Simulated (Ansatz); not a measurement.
Consider the ligand exchange at the Si–Br bond: `ClC[SiH2]Br` + H₂Te → `ClC[SiH2][TeH]` + HBr.

Gas-phase electronic energies from Ansatz, PBE0-D4/def2-TZVP geometries. CCSD(T)/CBS adds triple-zeta CCSD(T) − MP2 to the extrapolated MP2 energy (def2 sets, frozen cores). Functionals use def2-TZVPP. B3LYP here is the variant with VWN-RPA as its local correlation; programs differ in this. Elements past krypton have def2 core potentials. For Br, Te outer-core shells are correlated without core-valence functions, which leaves a few kJ/mol of doubt a bond. Scalar relativity is left out up to krypton. Each species was taken in one conformer, which may not be the lowest.

```json
{"level": "PBE-D4", "ΔE (kJ/mol)": "22.4", "difference from CCSD(T)/CBS": "-5.1"}
{"level": "r2SCAN-D4", "ΔE (kJ/mol)": "28.5", "difference from CCSD(T)/CBS": "1.0"}
{"level": "PBE0-D4", "ΔE (kJ/mol)": "25.4", "difference from CCSD(T)/CBS": "-2.1"}
{"level": "B3LYP-D4", "ΔE (kJ/mol)": "29.0", "difference from CCSD(T)/CBS": "1.5"}
{"level": "ωB97X-V", "ΔE (kJ/mol)": "32.5", "difference from CCSD(T)/CBS": "5.0"}
{"level": "B2PLYP", "ΔE (kJ/mol)": "30.6", "difference from CCSD(T)/CBS": "3.1"}
{"level": "PBE", "ΔE (kJ/mol)": "23.9", "difference from CCSD(T)/CBS": "-3.6"}
{"level": "PBE0", "ΔE (kJ/mol)": "26.9", "difference from CCSD(T)/CBS": "-0.6"}
{"level": "B3LYP", "ΔE (kJ/mol)": "31.4", "difference from CCSD(T)/CBS": "3.9"}
{"level": "MP2/def2-TZVPP", "ΔE (kJ/mol)": "27.0", "difference from CCSD(T)/CBS": "-0.5"}
{"level": "SCS-MP2/def2-TZVPP", "ΔE (kJ/mol)": "30.3", "difference from CCSD(T)/CBS": "2.8"}
{"level": "CCSD/def2-TZVPP", "ΔE (kJ/mol)": "31.6", "difference from CCSD(T)/CBS": "4.1"}
{"level": "CCSD(T)/def2-TZVPP", "ΔE (kJ/mol)": "29.3", "difference from CCSD(T)/CBS": "1.8"}
{"level": "HF/def2-QZVPP", "ΔE (kJ/mol)": "41.1", "difference from CCSD(T)/CBS": "13.6"}
{"level": "SCS-MP2/def2-QZVPP", "ΔE (kJ/mol)": "29.1", "difference from CCSD(T)/CBS": "1.6"}
{"level": "CCSD/CBS(def2)", "ΔE (kJ/mol)": "29.8", "difference from CCSD(T)/CBS": "2.3"}
{"level": "CCSD(T)/CBS", "ΔE (kJ/mol)": "27.5", "difference from CCSD(T)/CBS": "0"}
```

Largest T1 diagnostic among the species: 0.010.

In def2-TZVPP, CCSD(T) changes the Hartree–Fock value by −11.9 kJ/mol (the triples alone add −2.3 kJ/mol) and MP2 by −14.3 kJ/mol.
